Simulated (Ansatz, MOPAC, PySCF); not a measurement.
System: HSO3 (charge 0, doublet). SMILES: O=[S](=O)O
Structure (B3LYP-D3(BJ)/def2-TZVP (Ansatz, an electronic-structure program) minimum search):
```xyz
5

O      0.4342    -0.6993    -1.1852
S     -0.2804     0.0183     0.0913
O      0.2653    -0.5711     1.2992
O     -0.2259     1.4334    -0.1815
H      0.6974    -1.5966    -0.9218
```
Charge 0, spin multiplicity 2.

Unscaled harmonic wavenumbers (cm⁻¹) in rising order, each level at the stationary point that it reaches from this structure (no distance between atoms moves by over 0.3 Å); the order of modes can differ between levels, and a negative number is imaginary. B3LYP-D3(BJ)/def2-TZVP (PySCF, at the structure above): 294, 421, 428, 529, 753, 1102, 1108, 1312, 3727.

PM7 (MOPAC): 289, 296, 333, 382, 763, 960, 1030, 1251, 2737. Zero-point energy 11.5 against 13.8 kcal/mol; where all levels lie over 400 cm⁻¹, the wavenumbers are on average 0.900 times those of B3LYP-D3(BJ)/def2-TZVP.

HF/6-31G* (Ansatz): 304, 458, 483, 586, 907, 1205, 1252, 1420, 4028. Zero-point energy 15.2 against 13.8 kcal/mol; where all levels lie over 400 cm⁻¹, the wavenumbers are on average 1.118 times those of B3LYP-D3(BJ)/def2-TZVP.
